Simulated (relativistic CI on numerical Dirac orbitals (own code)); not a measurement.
## Crystal-field levels of Pd²⁺, 4d8

Calculated by Dirac-Coulomb-Breit CI, orbitals from a KLI potential per configuration, model QED (radiative potential, 1s self-energy scaled to tabulated hydrogen-like ionisation energies), valence Slater integrals scaled by 0.65, one configuration in a parametric crystal field (own radial code).

Field parameters in Wybourne normalisation: D3d B²₀ = −7Dσ, B⁴₀ = −14Dq − 21Dτ, B⁴₃ = −14√(10/7) Dq. The field is a parameter set, without covalency.

S is read from ⟨S²⟩ = S(S + 1).

Levels (cm⁻¹, degeneracy): 0 (1), 0 (2), 9696 (2), 18539 (1), 36303 (2), 36345 (1), 36890 (2), 37508 (2), 37994 (1), 38196 (1), 43172 (1), 43410 (2).

Q: Which field gives this pattern?
A. D3d, 10Dq = 32350, Dσ = -1000, Dτ = 170 cm⁻¹
B. D3d, 10Dq = 19450, Dσ = 160, Dτ = 370 cm⁻¹
C. D3d, 10Dq = 35950, Dσ = 70, Dτ = 330 cm⁻¹
D. D3d, 10Dq = 21000, Dσ = 250, Dτ = 450 cm⁻¹

A: C. D3d, 10Dq = 35950, Dσ = 70, Dτ = 330 cm⁻¹, ground level with S = 1.00.
